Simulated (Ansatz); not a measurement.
Basis-set series for C3H7BOSi, SMILES `CC#CB(O)[SiH3]`. Total charge 0; spin multiplicity 1. Geometry: relaxed with PBE0-D4/def2-TZVP. It is one conformer, not always the lowest.

```
functional       basis  functions  energy (Eh)  HOMO (eV)  LUMO (eV)
   PBE0-D4  def2-TZVPP        295   -507.80334      -7.51      -1.37
   PBE0-D4  def2-QZVPP        565   -507.82515      -7.52      -1.40
   ωB97M-V  def2-TZVPP        295   -508.06687      -9.65       0.64
   ωB97M-V  def2-QZVPP        565   -508.08709      -9.66       0.59
```

Problem. Give the rows for def2-SVP. (Best estimate.)

Solution. The calculation gave: 
```
functional     basis  functions  energy (Eh)  HOMO (eV)  LUMO (eV)
   PBE0-D4  def2-SVP        123   -507.45821      -7.44      -1.25
   ωB97M-V  def2-SVP        123   -507.71087      -9.56       0.82
```

Positive LUMOs are unbound and depend on the basis.

Results of the Gaussian-basis code of Ansatz.
